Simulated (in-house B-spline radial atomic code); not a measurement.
Computed with a B-spline radial atomic code. Model: two electrons, singlet ground state, non-relativistic, full CI in B-splines with partial waves to l = 8 (at full coupling up to 3e-4 hartree above the limit, correlation up to 0.6 % small), density held at that of full coupling by Lieb maximisation.

W(λ) is the mean repulsion in the state of coupling λ less the Hartree energy of the fixed density. Its start is exact exchange, its initial slope is twice the second-order Görling-Levy correlation energy, and its area from 0 to 1 is E_xc. A straight curve means weak, dynamic correlation, and a curve that drops fast and flattens means strong correlation.

Command:
```bash
python run_ac.py task.json out
```
Settings (lengths in bohr, energies in hartree):
```
potential              dot
strength               0.0267
lmax                   8
second                 0.5
```

Run time, properties included: 69 s on 1 thread of Intel(R) Xeon(R) Processor @ 2.30GHz (shared host).

**W = mean repulsion less Hartree energy, and W of three functionals.**

Given: confinement charge in harmonic well; well frequency 0.0267 hartree; nuclear charge 0.5; external potential omega^2 r^2/2 - Z/r.

Computed: LDA exchange minus exact 21.491 millihartree; PBE exchange minus exact -2.9617 millihartree.

```
coupling  W xc (hartree)  W xc minus exchange (millihartree)  kinetic minus Kohn-Sham (millihartree)  LDA (PW92) W minus its exchange (millihartree)  PBE W minus its exchange (millihartree)  SCAN W minus its exchange (millihartree)
       0        -0.17559                                   0                                       0                                               0                                        0                                         0
    0.02               ?                                   ?                                       ?                                               ?                                        ?                                         ?
    0.05        -0.18104                              -5.456                                    0.13                                          -14.59                                    -3.86                                     -4.12
    0.12               ?                                   ?                                       ?                                               ?                                        ?                                         ?
    0.25        -0.19695                             -21.364                                    2.38                                          -37.77                                   -16.81                                    -15.99
     0.4        -0.20468                             -29.091                                    4.86                                          -47.46                                   -23.98                                    -22.22
     0.6        -0.21178                             -36.198                                    8.37                                          -56.56                                   -31.35                                    -28.52
     0.8        -0.21672                             -41.139                                    11.8                                          -63.24                                   -37.06                                    -33.32
       1        -0.22037                             -44.786                                   15.07                                          -68.46                                   -41.67                                    -37.11
     1.4        -0.22545                             -49.867                                   21.09                                          -76.24                                   -48.73                                    -42.75
       2        -0.23023                             -54.649                                    29.1                                          -84.21                                   -56.13                                    -48.33
       3        -0.23494                             -59.357                                   40.65                                          -92.71                                   -64.16                                    -53.83
     4.5        -0.23895                             -63.367                                   55.41                                         -100.48                                   -71.59                                    -58.21
       7        -0.24263                              -67.04                                   76.05                                         -108.02                                   -78.87                                    -61.73
```

Problem. What belongs in the row 0.02?

Solution. W xc (hartree): -0.17786; W xc minus exchange (millihartree): -2.271; kinetic minus Kohn-Sham (millihartree): 0.02; LDA (PW92) W minus its exchange (millihartree): -7.76; PBE W minus its exchange (millihartree): -1.54; SCAN W minus its exchange (millihartree): -1.74.

Problem. What belongs in the row 0.12?

Solution. W xc (hartree): -0.18756; W xc minus exchange (millihartree): -11.976; kinetic minus Kohn-Sham (millihartree): 0.68; LDA (PW92) W minus its exchange (millihartree): -25.2; PBE W minus its exchange (millihartree): -8.92; SCAN W minus its exchange (millihartree): -8.92.

Problem. What is the SCAN exchange minus exact?

Solution. -3.9853 millihartree.

**Energy parts, natural occupations and partial-wave weights.**

Computed: total energy -0.0312 hartree; correlation energy -0.02972 hartree; kinetic part of the DFT correlation energy 0.015066 hartree; kinetic part over minus potential part 0.33639; Hartree energy 0.35117 hartree; Kohn-Sham kinetic 0.10544 hartree; Lieb Oxford ratio E_xc over LDA exchange 1.3323.

| natural | occupation of the shell (electrons) |
| --- | --- |
| s | 1.7618 |
| s | 0.1582 |
| p | 0.078893 |
| d | 0.00065046 |
| p | ? |
| s | 6.2899e-05 |

Problem. What belongs in the row p?

Solution. occupation of the shell (electrons): 0.00021839.

```json
{"wave": "s", "weight": "0.96005"}
{"wave": "p", "weight": "0.03956"}
{"wave": "d", "weight": "?"}
{"wave": "f", "weight": "3.5571e-05"}
{"wave": "g", "weight": "7.2418e-06"}
```

Problem. What belongs in the row d?

Solution. weight: 0.00034133.

Problem. What is the initial slope twice GL2?

Solution. -0.11646 hartree.

Problem. What is the exchange energy?

Solution. -0.17559 hartree.

Half-way to full coupling W has made 73 % of its drop, against 50 % for a straight line, and second-order (GL2) theory, half the initial slope, overshoots the correlation energy by about 96 %: correlation is strong. Over couplings 0 to 1 the errors in E_xc come to about +3.2 millihartree for LDA, +1.1 millihartree for PBE, +2.2 millihartree for SCAN, so PBE is nearest. In LDA and PBE and SCAN the errors of exchange and correlation have opposite signs, so the sum is smaller than the larger of the two.
